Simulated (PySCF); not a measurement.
These are M06-2X/def2-TZVP // B3LYP-D3(BJ)/def2-SVP (PySCF 2.14.0) values and carry that method's errors. All species are isolated molecules in the gas phase. One relaxed conformer stands for a flexible species; it need not be the lowest. Delta-SCF ions had no search for a lower state. Excitations are Tamm–Dancoff values on a coarser integration grid. The basis has no diffuse functions, so Rydberg states are missing or too high.

Reference species (SMILES): `FC(F)([C@H](CC[SiH3])C)F` (C–C–C–C torsion -64°, C–C–C–Si torsion -177°) (neutral, multiplicity 1).

- brightest of the four lowest singlets (TDA): 8.32 eV
- vertical ionisation energy (Delta-SCF): 10.89 eV

Changed species: `[SiH3]CCCCC(F)(F)F`.

Q: Give the shifts of the brightest of the four lowest singlets (TDA) and vertical ionisation energy (Delta-SCF).

A: the brightest of the four lowest singlets (TDA) decreases by 0.07 eV, to 8.25 eV; the vertical ionisation energy (Delta-SCF) decreases by 0.09 eV, to 10.80 eV.
